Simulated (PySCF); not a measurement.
dimethyl diselenide (C2H6Se2), SMILES C[Se][Se]C.

Coordinates come from a r2SCAN-D4/def2-SVP optimisation. Other conformers were not sampled.

All values below come from TDA-LC-ωPBE/def2-SVPD (PySCF).

Vertical excitations. Gas-phase values at a fixed geometry. State labels are in the subgroup C2.

Computed UV-visible absorptions:
```tsv
state	symmetry	energy (eV)	λ (nm)	f	main pairs
S1	B	4.22	294	0.007	HOMO→LUMO 82 %
S2	A	4.33	287	0.001	HOMO−1→LUMO 83 %
S3	B	5.84	212	0.003	HOMO→LUMO+2 33 %, HOMO−1→LUMO+1 29 %, HOMO−1→LUMO+9 9 %, HOMO→LUMO+8 7 %
S4	A	5.87	211	0.001	HOMO→LUMO+1 38 %, HOMO−1→LUMO+2 22 %, HOMO→LUMO+9 11 %, HOMO→LUMO+5 9 %
S5	B	6.60	188	0.011	HOMO→LUMO+2 27 %, HOMO−2→LUMO 24 %, HOMO−1→LUMO+1 17 %, HOMO−1→LUMO+3 10 %
S6	A	6.72	184	0.009	HOMO−1→LUMO+2 35 %, HOMO→LUMO+3 32 %, HOMO→LUMO+5 10 %
S7	A	6.94	179	0.036	HOMO→LUMO+3 32 %, HOMO→LUMO+1 24 %, HOMO−1→LUMO+2 15 %, HOMO−1→LUMO+4 10 %
S8	B	6.95	178	0.093	HOMO−1→LUMO+3 47 %, HOMO→LUMO+4 19 %, HOMO−2→LUMO 10 %, HOMO−1→LUMO+1 8 %
S9	B	7.39	168	0.469	HOMO−2→LUMO 40 %, HOMO→LUMO+2 15 %, HOMO−4→LUMO 10 %, HOMO−1→LUMO+1 9 %
S10	A	7.63	162	0.003	HOMO→LUMO+5 51 %, HOMO→LUMO+1 17 %, HOMO−3→LUMO 8 %
T1	B	3.48	356	0	HOMO→LUMO 81 %, HOMO→LUMO+4 14 %
T2	A	3.63	342	0	HOMO−1→LUMO 81 %, HOMO−1→LUMO+4 14 %
T3	B	5.08	244	0	HOMO→LUMO+2 29 %, HOMO−1→LUMO+1 23 %, HOMO−1→LUMO+9 10 %, HOMO→LUMO+8 8 %
T4	A	5.12	242	0	HOMO→LUMO+1 28 %, HOMO−1→LUMO+2 28 %, HOMO→LUMO+9 12 %, HOMO−1→LUMO+8 8 %
```
Triplets are in the Tamm–Dancoff approximation.
